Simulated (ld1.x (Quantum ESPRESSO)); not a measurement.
Hf (Z = 72), ultrasoft: configuration errors across variants

- Element: hafnium
- Generator: ld1.x (Quantum ESPRESSO) 7.5
- Type: ultrasoft
- Functional: PBE
- Relativity: scalar-relativistic
- Frozen core: [Xe] 4f14
- Valence charge: 4
- Reference configuration: 5d2 6s2 6p0
- Partial waves: 6s (bound): rcut 2.40, rcutus 2.95 bohr; 6s channel at 4.6 Ry: rcut 2.40, rcutus 2.95 bohr; 6p (bound, empty): rcut 2.85, rcutus 3.45 bohr; 6p channel at 0.25 Ry: rcut 2.85, rcutus 3.45 bohr; 5d (bound): rcut 2.25, rcutus 2.60 bohr; 5d channel at 0.25 Ry: rcut 2.25, rcutus 2.60 bohr; 5f channel at 0.15 Ry: rc 3.85 bohr
- Local potential: the f channel
- Core correction: none
- Augmentation charge: built from norm-conserving waves at rcut, not smoothed further

All-electron excitation energies from the reference (eV): (1) 5d2 6s1 6p0 7.976; (2) 5d2 6s0 6p0 22.156; (3) 5d1 6s0 6p0 43.950; (4) 5d2 6s0 6p1 12.655.

The overlap operator is not positive definite (basis up to 400 Ry) in “wave 6s channel at 4.6 Ry: rcut 2.40, rcutus 2.95 bohr becomes 6s channel at -0.25 Ry: rcut 2.40, rcutus 2.95 bohr”, “wave 6s channel at 4.6 Ry: rcut 2.40, rcutus 2.95 bohr becomes 6s channel at -0.18 Ry: rcut 2.40, rcutus 2.95 bohr”. Such files are unfit for use, however small their errors in these radial tests.

Errors AE − PS in meV (a dash: test not solved or not reliable):

```csv
change,(1),(2),(3),(4),bound ghosts
base,-44,+141,+305,+40,not determined
"wave 6s channel at 4.6 Ry: rcut 2.40, rcutus 2.95 bohr becomes 6s channel at -0.25 Ry: rcut 2.40, rcutus 2.95 bohr",+5.4,+141,+305,+40,not determined (overlap not positive)
"wave 6s channel at 4.6 Ry: rcut 2.40, rcutus 2.95 bohr becomes 6s channel at -0.18 Ry: rcut 2.40, rcutus 2.95 bohr",+5.4,+141,+305,+40,not determined (overlap not positive)
"wave 6s channel at 4.6 Ry: rcut 2.40, rcutus 2.95 bohr becomes 6s channel at 0.01 Ry: rcut 2.40, rcutus 2.95 bohr",+5.5,+141,+305,+40,none
"wave 6s channel at 4.6 Ry: rcut 2.40, rcutus 2.95 bohr becomes 6s channel at 0.13 Ry: rcut 2.40, rcutus 2.95 bohr",+5.5,+141,+305,+40,none
"wave 6s channel at 4.6 Ry: rcut 2.40, rcutus 2.95 bohr becomes 6s channel at 1.11 Ry: rcut 2.40, rcutus 2.95 bohr",+5.6,+141,+305,+40,none
"wave 6s channel at 4.6 Ry: rcut 2.40, rcutus 2.95 bohr becomes 6s channel at 2.14 Ry: rcut 2.40, rcutus 2.95 bohr",+5.6,+141,+305,+40,none
"wave 6s channel at 4.6 Ry: rcut 2.40, rcutus 2.95 bohr becomes 6s channel at 3.63 Ry: rcut 2.40, rcutus 2.95 bohr",-10,+141,+305,+40,not determined
"wave 6s channel at 4.6 Ry: rcut 2.40, rcutus 2.95 bohr becomes 6s channel at 6.11 Ry: rcut 2.40, rcutus 2.95 bohr",+5.8,+141,+305,+40,not determined
```

Give the same row for: wave 6s channel at 4.6 Ry: rcut 2.40, rcutus 2.95 bohr becomes 6s channel at 0.41 Ry: rcut 2.40, rcutus 2.95 bohr.

+5.5, +141, +305, +40; bound ghosts: none.
